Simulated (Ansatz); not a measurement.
Na₈Cl₈ (started as a model of: (NaCl)8 cage of four- and six-membered rings). Total charge 0; singlet. Geometry PBE-D4/def2-SVP.

```csv
atom,x (Å),y (Å),z (Å)
Na1,-1.6917,2.2629,-2.9991
Cl2,0.8520,2.8464,-3.2043
Na3,0.9611,0.3113,-3.9837
Cl4,-1.6136,-0.1732,-4.0522
Na5,-1.8186,-0.9799,-1.5446
Cl6,-2.1421,1.5007,-0.5347
Na7,-1.3256,1.0966,1.9272
Cl8,1.3328,1.5531,1.7504
Na9,1.5541,1.8761,-0.8464
Cl10,1.9290,-0.6420,-1.7514
Na11,1.5667,-1.9832,0.4706
Cl12,-1.1029,-2.3875,0.5500
Cl13,-1.1698,-0.2384,4.1980
Na14,1.4517,-0.0055,3.8464
Cl15,1.9342,-2.4511,3.0418
Na16,-0.7172,-2.5863,3.1320
```

B3LYP takes the VWN-RPA correlation.

(1) Estimate the orbital energies around the gap (eV) in Ansatz with HF/6-31G, PBE-D4/def2-SVP, r2SCAN-D4/def2-SVP, B3LYP-D4/6-31G, PBE0-D4/def2-SVP.

Results:

(1) 
```
orbital  HF/6-31G  PBE-D4/def2-SVP  r2SCAN-D4/def2-SVP  B3LYP-D4/6-31G  PBE0-D4/def2-SVP
 HOMO−5    -11.40            -6.48               -6.84           -7.82             -7.86
 HOMO−4    -11.40            -6.48               -6.84           -7.82             -7.86
 HOMO−3    -11.35            -6.45               -6.80           -7.78             -7.82
 HOMO−2    -11.32            -6.41               -6.76           -7.74             -7.79
 HOMO−1    -11.25            -6.38               -6.72           -7.71             -7.76
   HOMO    -11.25            -6.38               -6.72           -7.71             -7.76
   LUMO      0.55            -1.41               -0.78           -1.27             -0.80
 LUMO+1      0.69            -1.02               -0.37           -0.88             -0.44
 LUMO+2      0.86            -0.62                0.02           -0.49             -0.07
 LUMO+3      0.86            -0.62                0.02           -0.49             -0.07
 LUMO+4      1.34            -0.27                0.32           -0.13              0.29
 LUMO+5      1.37            -0.19                0.43           -0.06              0.36
```
